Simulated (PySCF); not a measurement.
F₂Hg, SMILES [F][Hg][F]. Heavy atoms are numbered as in [F:1][Hg:2][F:3].

Coordinates come from a B3LYP-D3(BJ)/def2-TZVP optimisation. The def2 effective core potentials stand for the cores of Hg; spin–orbit coupling is left out.

Level of theory: PySCF with M06-2X/def2-TZVPD.

Mulliken values depend strongly on the basis, most of all with diffuse functions as here. ESP charges are fitted to the potential on shells at 1.4 to 2.0 van der Waals radii. Atomic charges (e), one atom of each kind:

| atom | ESP fit | Mulliken |
|---|---|---|
| F1 | [?] | -0.63 |
| Hg2 | [?] | 1.26 |

Q: What belongs in the gaps? (Estimate from the structure and the level; the computed values follow.)

A: 
- F1, ESP fit: -0.47
- Hg2, ESP fit: 0.93
